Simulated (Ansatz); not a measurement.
Scan of the H4–Ga2–Cl3 angle

GaHClF (SMILES [F][GaH][Cl]), singlet, at its PBE0-D4/def2-TZVP minimum:

```tsv
atom	x (Å)	y (Å)	z (Å)
F1	-1.6868	0.0404	0.2663
Ga2	0.0242	0.1336	-0.0590
Cl3	1.0662	-1.6589	0.3917
H4	0.6520	1.4246	-0.6194
```

The angle H4–Ga2–Cl3 (125.8° at the minimum) is set to the values below, H4, with anything bonded beyond it, turning rigidly in the plane of the angle. Each method's energies count from its own value at the PBE0-D4 minimum structure. Computed with Ansatz 0.2.0 (basis: def2-TZVPP); correlated methods freeze the cores. Filled d shells of the heavier atoms are correlated. The def2 sets are not built for correlating such inner shells, so the correlated values are less sure here.

CCSD(T) energies along the scan:
| angle (°) | CCSD(T) (eV) |
| --- | --- |
| 95.8 | 0.433 |
| 103.3 | 0.238 |
| 110.8 | 0.104 |
| 118.3 | 0.026 |
| 125.8 | 0.000 |
| 133.3 | 0.027 |
| 140.8 | 0.107 |
| 148.3 | 0.244 |
| 155.8 | 0.443 |
They count from the CCSD(T) energy at the PBE0-D4 minimum.

Largest difference from the CCSD(T) curve over the scan: PBE-D4 0.050; PBE0-D4 0.019; MP2 0.017 eV. Each curve counts from its own value at the minimum.

T1 diagnostic: at most 0.014.

For scale, one of the runs: CCSD(T)/def2-TZVPP, 135 basis functions (an equivalent command: `ansatz run in.yaml --threads 2`). The run took 9.5 s on 2 CPU threads (shared host), with 0.77 GiB of host memory at its peak.
